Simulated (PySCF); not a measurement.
NMR data simulated for an unnamed compound:

¹H NMR (300 MHz, computed): δ 7.45 (m, 2H), 7.32 (m, 2H), 7.31 (m, 1H), 6.57 (dt, J = 13.2, 2.9 Hz, 1H), 5.77 (dt, J = 13.2, 7.6 Hz, 1H), 2.30 (qd, J = 7.9, 2.9 Hz, 2H), 1.28 (sext, J = 8.2 Hz, 2H), 1.02 (t, J = 8.2 Hz, 3H).

¹³C{¹H} NMR (computed): δ 142.7 (C), 141.9 (CH), 136.3 (CH), 135.0 (CH), 133.4 (CH), 132.0 (CH), 34.7 (CH2), 27.4 (CH2), 16.5 (CH3).

- J: B3LYP/pcJ-1 (without the spin–dipole term)
- structure optimised with PBE0-D3(BJ)/def2-SVP
- shieldings: GIAO PBE0/pcSseg-1
- program: PySCF
- one averaged value for each set of equivalent atoms, no solvent model, non-relativistic, one computed conformer

Chemical shifts δ = σref − σ; ¹H (σref 31.27) and ¹³C (σref 184.41) against TMS, all at this level.

Task: Which of these does the molecule contain: a benzene ring, a non-aromatic C=C double bond, a C≡C triple bond, a vinyl group CH=CH2, a CH3CH2 unit, a three-membered ring?

Result: 
- A benzene ring: yes.
- A non-aromatic C=C double bond: yes.
- A C≡C triple bond: no.
- A vinyl group CH=CH2: no.
- A CH3CH2 unit: yes (δC 16.5, 27.4; δH 1.02 (t), 1.28 (sext)).
- A three-membered ring: no.

The data belong to SMILES C(=C/CCC)/c1ccccc1, C11H14; they needn't prove each group on their own.

Carbon signals by region: 6 in the sp2 and nitrile region (100–160 ppm), 3 below 50 ppm.

Multiplet labels drop couplings under 1 Hz and merge nearly equal ones. Couplings among chemically equivalent protons are left out too, so labels in AA′BB′ or AA′XX′ sets are apparent multiplicities. Unscaled 3J(H,H) at this level run about 10 % above measured values. Shifts are as computed. Against solution values, carbons near 30 ppm lie about +2 ppm off and those near 130 ppm about +5 ppm (rms about the fit 1.9 ppm; single classes can miss by 10 ppm). Of 1328 compounds with measured shifts, 309 miss one by over three times the rms of a fit or turn the order of signals round; such compounds aren't used in these exercises. Signals without a measured value on file couldn't be tested in this way; 1H shifts scatter by 0.2 ppm about their fit, and single ones miss by 0.5 ppm. Couplings across =CH–CH2 type bonds come from one rotamer and its mirror image, and can be 1–2 Hz further off. Chain 3J(H,H) values assume equally populated staggered rotamers: (2 J gauche + J anti)/3.
